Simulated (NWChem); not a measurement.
Molecule: GaBrF2; SMILES [F][Ga]([F])[Br]

```xyz
4

Ga     0.0000     0.0000     0.7377
F      0.0000    -1.4719     1.6538
F      0.0000     1.4719     1.6538
Br     0.0000     0.0000    -1.5039
```
Atoms are numbered in this order, from 1.

Program: NWChem. Geometry: optimised at PBE0/def2-SVP. B3LYP is NWChem's, with the RPA form of VWN correlation.

Problem. Predict the results for B3LYP/3-21G. Quantities: highest occupied level (eV); orbital gap (eV); dipole (D).

Solution. 
```yaml
highest occupied level (eV): -8.65
orbital gap (eV): 6.45
dipole (D): 0.64
```
